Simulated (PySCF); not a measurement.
CrO2F, SMILES [O]=[Cr](=[O])[F] (connectivity only; charge and spin as stated), neutral, multiplicity 2.

Geometry optimised at B3LYP-D3(BJ)/def2-SVP. A frequency run showed that this geometry is not a minimum. The multiplicity is an assumed one; other spin states were not compared. The isomer is the one that the SMILES or the coordinates give; other isomers of the formula were not compared.

Calculation: TDA-B3LYP/def2-SVPD (PySCF 2.14.0).

Vertical excitations. The molecule is in vacuum.

```csv
state,energy (eV),λ (nm),f,main pairs
root 1,0.78,1588,0.000,α HOMO→LUMO 95 %
root 2,1.77,700,0.000,α HOMO→LUMO+1 97 %
root 3,2.57,482,0.000,α HOMO−1→LUMO 95 %
root 4,2.97,418,0.000,"α HOMO−1→LUMO+1 83 %, β HOMO→LUMO+2 8 %"
root 5,3.21,386,0.000,"α HOMO−2→LUMO 53 %, β HOMO−2→LUMO+1 16 %, β HOMO−4→LUMO+2 9 %"
root 6,3.41,364,0.000,β HOMO→LUMO+1 96 %
root 7,3.43,362,0.001,"α HOMO→LUMO+2 85 %, β HOMO−2→LUMO+1 5 %"
root 8,3.44,360,0.000,β HOMO→LUMO 96 %
root 9,3.57,347,0.002,"α HOMO−2→LUMO+1 33 %, α HOMO−5→LUMO 25 %, β HOMO−2→LUMO+2 20 %, β HOMO−4→LUMO+1 14 %"
root 10,3.71,334,0.001,"α HOMO−3→LUMO 63 %, β HOMO−1→LUMO+1 18 %"
```
Unrestricted roots are not spin-pure.
